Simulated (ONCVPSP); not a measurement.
# Cutoff test, gallium, ONCV

```
Element                 : Ga (Z = 31)
Generator               : ONCVPSP 4.0.1
Type                    : optimised norm-conserving Vanderbilt (ONCV)
Functional              : LDA (Perdew-Wang 92)
Relativity              : scalar-relativistic
Frozen core             : [Ar] 3d10
Valence charge          : 3
Reference configuration : 4s2 4p1
Partial waves           : 4s: rc 1.65 bohr, ncon 4, nbas 8, qcut 3 1/bohr, 1 projector; 4p: rc 2.35 bohr, ncon 3, nbas 6, qcut 4.2 1/bohr, 2 projectors, debl 2.5 Ha; d scattering state at 0.26 Ha: rc 2.55 bohr, ncon 5, nbas 10, qcut 3.2 1/bohr, 1 projector
Local potential         : polynomial inside 1.50 bohr (lpopt 5, dvloc0 0 Ha)
Core correction         : Teter function, fcfact 3.5, rcfact 1.1
```

Problem. For each optimised wave give the share of its norm inside rc, the residual kinetic energy above qcut (Ha) and the cutoffs (Ha) for errors of 10, 1, 0.1 and 0.01 mHa per electron.

Solution.

| wave | norm inside rc | residual KE | 10 mHa | 1 mHa | 0.1 mHa | 0.01 mHa |
| --- | --- | --- | --- | --- | --- | --- |
| 4s | 0.234 | 1.0e-02 | 4.5 | 21.7 | 55.9 | 65.4 |
| 4p | 0.272 | 7.5e-06 | 1.4 | 2.8 | 6.5 | 8.9 |
| p projector 2 | 0.177 | 3.5e-04 | 6.5 | 8.3 | 13.6 | 28.9 |
| d projector 1 | 0.160 | 1.8e-03 | 1.8 | 7.5 | 51.0 | 58.6 |

The occupied waves need 22 Ha and 56 Ha for 1 and 0.1 mHa. Note: no bound ghost flagged; GHOST(+) flagged for s at 24.8 eV.
